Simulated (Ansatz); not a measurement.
`Cl[B@H-]1[OH+][B@H-](Cl)[OH+]1`, charge 0, multiplicity 1.

**Question.** Give a relaxed structure at PBE0-D4/def2-TZVP (the Gaussian-basis code of Ansatz). (Best estimate.)

**Answer.** The calculation gave: 
Z-matrix (Å, degrees):
```
B
O 1 1.539
O 1 1.539 2 89.3
Cl 1 1.816 2 111.4 3 112.8
H 1 1.190 2 113.5 3 -115.5
B 2 1.549 1 90.4 3 -8.3
H 2 0.963 1 114.0 3 -125.0
H 3 0.963 1 114.0 2 125.0
Cl 6 1.788 2 112.3 1 121.8
H 6 1.196 2 112.7 1 -105.8
```
Point group Cs.
This is one stationary point; other conformers may exist.
